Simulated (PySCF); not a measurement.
Some computed properties have been withheld. Give your best values.

Compound: C8H8O2.
Cartesian coordinates in Å at the GFN2-xTB level; atoms count from 1:
```
atom  x, y, z in Å
C1     4.5184   -1.2139    0.5101
C2     3.5868   -0.4594    0.4097
C3     2.5154    0.4352    0.2931
C4     1.2293    0.0663    0.1871
C5     0.1816    1.0858    0.0693
O6     0.4185    2.2800    0.0638
C7    -1.2229    0.5801   -0.0464
C8    -2.2240    1.4563   -0.1580
O9    -1.3285   -0.7769   -0.0245
C10   -2.6203   -1.3262   -0.1279
H11    5.3295   -1.8735    0.5982
H12    2.7602    1.4917    0.2910
H13    0.9303   -0.9696    0.1844
H14   -3.2598    1.1856   -0.2461
H15   -1.9824    2.5035   -0.1604
H16   -2.4902   -2.4063   -0.0884
H17   -3.2562   -1.0034    0.7025
H18   -3.0944   -1.0491   -1.0746
```

| property | level | value |
| --- | --- | --- |
| point group of the GFN2-xTB geometry | GFN2-xTB | ? |
| rotational constants A, B, C of the GFN2-xTB geometry | GFN2-xTB | ? |
| dipole moment | PBE0/pcSseg-1 | 3.32 D |
| HOMO energy | PBE0/pcSseg-1 | ? |
| LUMO energy | PBE0/pcSseg-1 | ? |
| 13C chemical shifts (computed TMS as zero) by class | GIAO PBE0/pcSseg-1 | ? |
| 1H chemical shifts (computed TMS as zero) by class | GIAO PBE0/pcSseg-1 | 7.73 (H13), 7.20 (H12), 6.02 (H15), 4.55 (H14), 3.86 (H16/H17/H18), 3.54 (H11) ppm |
| isotropic shieldings of nuclei other than C and H, by class | GIAO PBE0/pcSseg-1 | ? |

Gas-phase values; electronic properties from PySCF, density fitting. One conformer (not necessarily the lowest) at the GFN2-xTB geometry, without solvent or vibrations. NMR classes are plain means over equivalent atoms (diastereotopic ones count apart unless rotation or inversion swaps them), as if these changed places fast; in this geometry the members of some classes differ.

(1) What is the HOMO energy?

(2) Give the LUMO energy.

(3) What are the 13C chemical shifts (computed TMS as zero) by class?

(4) The isotropic shieldings of nuclei other than C and H, by class?

(5) Give the point group of the GFN2-xTB geometry.

(6) The rotational constants A, B, C of the GFN2-xTB geometry?

## Answers

(1) -7.13 eV.

(2) -2.55 eV.

(3) 187.6 (C5), 166.4 (C7), 140.7 (C4), 134.6 (C3), 103.1 (C1), 98.4 (C8), 88.0 (C2), 56.7 (C10) ppm.

(4) -244 (O6), 226 (O9) ppm.

(5) Cs.

(6) 2.634, 0.668, 0.534 GHz.

The dipole equals about 11.1 × 10⁻³⁰ C·m (1 D = 3.33564 × 10⁻³⁰ C·m). The rotational constants make it an asymmetric top with κ = (2B − A − C)/(A − C) = -0.87, nearer the prolate limit (−1). With B = h/(8π²I), that is 505.379 GHz u Å² over I, the principal moments of inertia are 191.8, 757.0 and 945.6 u Å² (most abundant isotopes). A dipole of 3.32 D is allowed in Cs, and pure rotational transitions are dipole-allowed.

For the NMR shielding job (PBE0/pcSseg-1), on one thread, Arm Neoverse V2, on a shared host, this took 31 s wall.
